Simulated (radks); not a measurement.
Initial-state core-level shifts of the aluminium ion Al+ when its valence configuration changes from [Ne] 3s2. All-electron calculation, scalar-relativistic Kohn-Sham, PBE, spin-polarised, spherical densities, point nucleus; open shells are filled with parallel spins first. Program: a radial shooting solver on a logarithmic mesh with Libxc functionals. Shifts are changes of the shell-averaged eigenvalues in eV (positive: less bound).

| valence | 1s | 2s | 2p |
|---|---|---|---|
| 3s1 3p1 | -1.427 | -1.415 | -1.398 |
| 3s1.5 3p0.5 | -0.813 | -0.797 | -0.789 |
| 3s0.5 3p1.5 | -2.278 | -2.248 | -2.223 |
| 3p2 | -3.120 | -3.070 | -3.037 |
